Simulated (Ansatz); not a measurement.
The lowest singlet and triplet of CHCl (SMILES [CH]Cl); geometries from B3LYP-D3(BJ)/def2-TZVP, each state relaxed from the structure named, with no frequency check.
Singlet (charge 0, multiplicity 1):
| atom | x (Å) | y (Å) | z (Å) |
|---|---|---|---|
| C | -1.0700 | 0.5280 | 0.0000 |
| Cl | 0.4793 | -0.1649 | 0.0000 |
| H | -1.7283 | -0.3646 | 0.0000 |
Triplet (charge 0, multiplicity 3):
```xyz
3

C     -1.09179     0.34980     0.00000
Cl     0.50045    -0.10568     0.00000
H     -1.95688    -0.30231     0.00000
```

```json
[
 {"level": "R-HF/cc-pV(D+d)Z", "gap E(singlet) − E(triplet), adiabatic (eV)": "0.667", "cost": "-"},
 {"level": "U-HF/cc-pV(T+d)Z (spin-contaminated)", "gap E(singlet) − E(triplet), adiabatic (eV)": "0.369", "cost": "-"},
 {"level": "R-HF/cc-pV(Q+d)Z", "gap E(singlet) − E(triplet), adiabatic (eV)": "0.672", "cost": "-"},
 {"level": "U-HF/cc-pV(Q+d)Z (spin-contaminated)", "gap E(singlet) − E(triplet), adiabatic (eV)": "0.368", "cost": "-"},
 {"level": "U-SVWN5/def2-TZVPP (spin-contaminated)", "gap E(singlet) − E(triplet), adiabatic (eV)": "-0.146", "cost": "×2"},
 {"level": "U-r2SCAN/def2-TZVPP (spin-contaminated)", "gap E(singlet) − E(triplet), adiabatic (eV)": "0.027", "cost": "×5"},
 {"level": "R-wB97X-V/def2-TZVPP", "gap E(singlet) − E(triplet), adiabatic (eV)": "-0.204", "cost": "×3"},
 {"level": "U-wB97X-V/def2-TZVPP (spin-contaminated)", "gap E(singlet) − E(triplet), adiabatic (eV)": "-0.219", "cost": "×7"},
 {"level": "R-MP2/cc-pV(T+d)Z", "gap E(singlet) − E(triplet), adiabatic (eV)": "-0.097", "cost": "-"},
 {"level": "U-CCSD/cc-pV(D+d)Z (spin-contaminated)", "gap E(singlet) − E(triplet), adiabatic (eV)": "-0.074", "cost": "-"},
 {"level": "R-CCSD/cc-pV(Q+d)Z", "gap E(singlet) − E(triplet), adiabatic (eV)": "-0.161", "cost": "-"},
 {"level": "R-CCSD(T)/cc-pV(D+d)Z", "gap E(singlet) − E(triplet), adiabatic (eV)": "-0.172", "cost": "×2"},
 {"level": "R-CCSD(T)/cc-pV(T+d)Z", "gap E(singlet) − E(triplet), adiabatic (eV)": "-0.230", "cost": "×5"},
 {"level": "R-CCSDT/cc-pV(D+d)Z", "gap E(singlet) − E(triplet), adiabatic (eV)": "-0.180", "cost": "-"},
 {"level": "R-CCSDT(Q)/cc-pV(D+d)Z", "gap E(singlet) − E(triplet), adiabatic (eV)": "-0.186", "cost": "×30"},
 {"level": "SA-CASSCF(2,2)/cc-pV(D+d)Z", "gap E(singlet) − E(triplet), adiabatic (eV)": "0.141", "cost": "-"},
 {"level": "SA-CASSCF(2,2)/cc-pV(T+d)Z", "gap E(singlet) − E(triplet), adiabatic (eV)": "0.105", "cost": "-"},
 {"level": "SA-CASSCF(2,2)/cc-pV(Q+d)Z", "gap E(singlet) − E(triplet), adiabatic (eV)": "0.097", "cost": "-"},
 {"level": "FIC-MRCISD+Q on SA-CASSCF(2,2)/cc-pV(T+d)Z", "gap E(singlet) − E(triplet), adiabatic (eV)": "-0.209", "cost": "-"},
 {"level": "FIC-MRCISD+Q on SA-CASSCF(2,2)/cc-pV(Q+d)Z", "gap E(singlet) − E(triplet), adiabatic (eV)": "-0.229", "cost": "-"}
]
```

The rows run from -0.230 (R-CCSD(T)/cc-pV(T+d)Z) to 0.672 eV (R-HF/cc-pV(Q+d)Z). From cc-pV(D+d)Z to cc-pV(T+d)Z R-CCSD(T) changes by -0.058.

A positive gap puts the triplet lower; no zero-point energy. R- takes a restricted singlet. U- takes an unrestricted singlet (broken symmetry where lower, unprojected). The triplet is unrestricted in single-reference levels. Active spaces average the two states.

Frozen-core correlation.

Doubts at one or more of the structures used: a restricted determinant that unrestricted orbitals would lower (R-HF/cc-pV(D+d)Z, R-HF/cc-pV(Q+d)Z, R-wB97X-V/def2-TZVPP, R-MP2/cc-pV(T+d)Z, R-CCSD/cc-pV(Q+d)Z, R-CCSD(T)/cc-pV(D+d)Z, R-CCSD(T)/cc-pV(T+d)Z, R-CCSDT/cc-pV(D+d)Z, R-CCSDT(Q)/cc-pV(D+d)Z); T1 above 0.05 (U-CCSD/cc-pV(D+d)Z (spin-contaminated)).

Run with Ansatz (a program for electronic structure). 

Costs are rough ratios of core time to R-PBE/def2-TZVPP (about 2.0 s over the structures, on one shared machine); a dash marks a level with no comparable run of its own. 

Measured: singlet below triplet (a) by 2163.28 ± 0.05 cm-1 = 6.2 kcal/mol (with zero-point energy) [Jacox, NIST Chemistry WebBook].
